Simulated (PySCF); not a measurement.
## Deuteron quadrupole couplings in `CCC(=O)/C=C/[SiH](C)C`

C7H14OSi.
Cartesian coordinates in Å at the GFN2-xTB level; atoms count from 1:
```
atom  x, y, z in Å
C1     4.3281   -0.4395   -0.0423
C2     3.0336    0.3282    0.1814
C3     1.8098   -0.5623    0.0922
O4     1.8750   -1.7530   -0.1167
C5     0.5272    0.1485    0.2797
C6    -0.6443   -0.4866    0.2263
Si7   -2.3365    0.3343    0.4214
C8    -3.6595   -1.0268    0.4903
C9    -2.6240    1.4737   -1.0771
H10    4.4207   -1.2359    0.6916
H11    5.1872    0.2213    0.0426
H12    4.3285   -0.8925   -1.0304
H13    2.9245    1.1246   -0.5599
H14    3.0311    0.8011    1.1676
H15    0.5837    1.2129    0.4620
H16   -0.5926   -1.5543    0.0415
H17   -2.3432    1.1327    1.6606
H18   -4.6544   -0.6047    0.5937
H19   -3.4973   -1.6931    1.3323
H20   -3.6544   -1.6322   -0.4121
H21   -3.5778    1.9875   -1.0053
H22   -1.8480    2.2301   -1.1487
H23   -2.6220    0.9130   -2.0079
```

Level: PBE0/pcSseg-1 (PySCF, non-relativistic); Q(2H) = 0.00286 b; rigid geometry, the same for H and D, with no vibrational averaging.

Question: Rank these positions by the coupling χzz of a deuteron there, largest first.
A. H16 (vinylic hydrogen)
B. H20 (methyl hydrogen)
C. H13 (methylene hydrogen)
D. H17 (Si–H hydrogen)

Answer: B (218 kHz), A (213 kHz), C (203 kHz), D (104 kHz).

Tabulate Vzz, the asymmetry η and χzz = 234.96 MHz × Q × Vzz for every hydrogen position.

| atom | bonded to | bond length (Å) | Vzz (au) | η | χzz (kHz) |
| --- | --- | --- | --- | --- | --- |
| H10 | C1 | 1.087 | 0.3146 | 0.04 | 211 |
| H11 | C1 | 1.087 | 0.3167 | 0.02 | 213 |
| H12 | C1 | 1.087 | 0.3148 | 0.04 | 212 |
| H13 | C2 | 1.093 | 0.3020 | 0.03 | 203 |
| H14 | C2 | 1.094 | 0.3016 | 0.03 | 203 |
| H15 | C5 | 1.081 | 0.3235 | 0.07 | 217 |
| H16 | C6 | 1.085 | 0.3169 | 0.01 | 213 |
| H17 | Si7 | 1.474 | 0.1555 | 0.01 | 104 |
| H18 | C8 | 1.086 | 0.3265 | 0.01 | 219 |
| H19 | C8 | 1.086 | 0.3256 | 0.01 | 219 |
| H20 | C8 | 1.087 | 0.3242 | 0.01 | 218 |
| H21 | C9 | 1.086 | 0.3263 | 0.01 | 219 |
| H22 | C9 | 1.086 | 0.3262 | 0.01 | 219 |
| H23 | C9 | 1.087 | 0.3240 | 0.01 | 218 |

Average by the element that carries the hydrogen.

on C: 214 kHz over 13 positions, mean bond length 1.087 Å; on Si: 104 kHz over 1 position, mean bond length 1.474 Å.

How does χzz go with the bond length over the 13 C–H bonds?

A straight-line fit has a slope of -14.8 kHz for each 0.01 Å, with a correlation coefficient of -0.83, over lengths from 1.081 to 1.094 Å. The longer bonds have the smaller couplings here.

Give the 2H NMR doublet splittings at H20 for a magnetic field along the z, y and x axes of the gradient: 3χ/2, 3χ(1 + η)/4, 3χ(1 − η)/4.

With |χ| = 217.9 kHz and η = 0.012: 327, 165 and 161 kHz, to first order and without motion.

The structure is a single GFN2-xTB conformer in the gas phase; no vibrational or solvent corrections. GFN2-xTB bond lengths can be off by several hundredths of an ångström, more for odd bonds, and the gradients follow them. With a basis this small, the couplings can be 20 % off.

These values come from a run that also computed NMR shieldings. On an Intel Xeon at 2.50 GHz with one thread, shared host, this took 2.1 min wall and 1.1 GiB of memory at its peak.
